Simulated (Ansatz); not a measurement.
`C=CF` + `CN[SiH2]Cl` → `C=CN(C)[SiH2]Cl` + H–F  (substitution at a C–F bond)

Program: Ansatz. Geometries: PBE0-D4/def2-TZVP. ΔE: electronic, gas phase. CBS: MP2 limit from def2 TZ/QZ plus the TZ coupled-cluster correction, frozen cores. This one scheme is used for every species. Each species was taken in one conformer, which may not be the lowest.

```json
{"species": "`C=CF`", "MP2/CBS(def2) energy (Eh)": "-177.62271"}
{"species": "`CN[SiH2]Cl`", "MP2/CBS(def2) energy (Eh)": "-845.21386"}
{"species": "`C=CN(C)[SiH2]Cl`", "MP2/CBS(def2) energy (Eh)": "-922.47470"}
{"species": "H–F", "MP2/CBS(def2) energy (Eh)": "-100.38702"}
```

Problem. Work out ΔE.

Solution. ΔE = (-922.47470) + (-100.38702) − (-177.62271) − (-845.21386) = -0.02515 Eh = -66.0 kJ/mol. CCSD(T)/CBS gives -52.1 kJ/mol.

Largest T1 diagnostic among the species: 0.012.

In def2-TZVPP, CCSD(T) changes the Hartree–Fock value by −30.8 kJ/mol (the triples alone add −4.7 kJ/mol) and MP2 by −44.7 kJ/mol. The D4 term adds −15.0 kJ/mol with B3LYP and −8.5 kJ/mol with PBE0; it sums over pairs of atoms, weighted by their polarisabilities, and B3LYP, whose exchange is more repulsive, gets the larger term.

B3LYP here is the variant with VWN-RPA as its local correlation; programs differ in this.
